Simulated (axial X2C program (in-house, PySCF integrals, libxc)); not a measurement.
GaGe at several levels of theory

Computed with an in-house all-electron X2C program for linear molecules (integrals from PySCF). Spin-free means the one-electron spin-free X2C Hamiltonian; two-component (2c) means X2C with spin–orbit coupling and atomic mean-field two-electron Coulomb and Gaunt terms, so the difference of the two also holds small scalar two-electron terms. Basis: Ge dyall-cv3z [9s9p7d4f1g], Ga dyall-cv3z [9s9p7d4f1g] (cores contracted in-house); Gaussian nuclei, density fitting, unrestricted open shells. Masses: Ge 73.921 u, Ga 68.926 u.

State, spin-free: M_S = 3/2, Λ = 0 (beyond evenly filled blocks: σα, π+α, π-α); electrons by block: σα: 15, σβ: 14, π+α: 7, π+β: 6, π-α: 7, π-β: 6, δ+α: 2, δ+β: 2, δ-α: 2, δ-β: 2. Fragments: Ge + Ga.

State, 2c: Ω = 3/2 (⟨Sz⟩ = 1.50, ⟨Lz⟩ = 0.00 at PBE0); electrons by block: 1/2: 21, -1/2: 21, 3/2: 9, -3/2: 8, 5/2: 2, -5/2: 2. Fragments: Ge + Ga.

```tsv
Hamiltonian	level	Re (Å)	ωe (cm⁻¹)	Be (cm⁻¹)	De (eV)	D0 (eV)	μ (D)
spin-free	PBE0	2.467	218.5	0.07768	2.40	2.38	1.22
spin-free	HF	2.547	198.8	0.07283	1.48	1.46	2.12
spin-free	MP2	2.488	221.6	0.07638	2.18	2.17	n/a
spin-free	CCSD	2.503	216.6	0.07543	2.07	2.06	n/a
spin-free	CCSD(T)	2.499	218.6	0.07567	2.19	2.18	n/a
spin-free	BHandHLYP	2.478	215.7	0.07698	2.03	2.02	1.44
2c	PBE0	2.468	218.1	0.07759	n/a	n/a	1.22
2c	HF	2.549	198.5	0.07274	n/a	n/a	2.12
2c	MP2	2.489	221.0	0.07627	n/a	n/a	n/a
2c	CCSD	2.505	216.2	0.07532	n/a	n/a	n/a
2c	CCSD(T)	2.501	218.4	0.07556	n/a	n/a	n/a
2c	BHandHLYP	2.480	215.0	0.07686	n/a	n/a	1.44
```

Correlated methods: 7 electrons correlated (number of frozen shells: Ge 3 s, 2 p, 1 d; Ga 3 s, 2 p, 1 d), 297 virtual spin orbitals or spinors in MP2, 90 natural virtuals in coupled cluster.

Dipoles are positive if Ga is the positive end.

Occupations by symmetry block were frozen at the best pattern of an incomplete PBE0 search. De is counted from the lowest determinant-based energies of the atoms at the same level, without counterpoise correction. De is not given where an atomic determinant may have missed its ground term or J level, or where the truncated virtual space spoils (T). Density functionals use the spin component along the axis (collinear). Coupled cluster ran in a truncated set of natural virtual spinors; the MP2 energy of the rest was added. (T) has no such correction and the atoms are truncated less, which lowers De at CCSD(T) by a hundredth of an eV or more. Other states lie close and PBE0, whose exact exchange favours high spin, may order them wrongly; the determinant shown need not be the ground state. The nearest other spin-free determinant of the search, M_S = 1/2, Λ = 0, lies 0.37 eV up at the distance of the search. The functionals have no current-density term, which raises determinants with orbital currents, atoms included. With several unpaired electrons one determinant need not be a pure state. This is the top spin component of a Σ state; components of lower Ω are not single determinants and can lie lower. With the outer-core shells frozen, correlated bond lengths of heavy atoms tend to come out a few hundredths of an ångström too long.

Rough cost a point (2c) on 1 thread(s) of a shared host, integrals apart: PBE0 1.3 s, HF 1.1 s, CCSD(T) 6 s, BHandHLYP 1.6 s.

The whole task took 3.2 min on 1 thread of Intel(R) Xeon(R) Processor @ 2.30GHz (shared host).
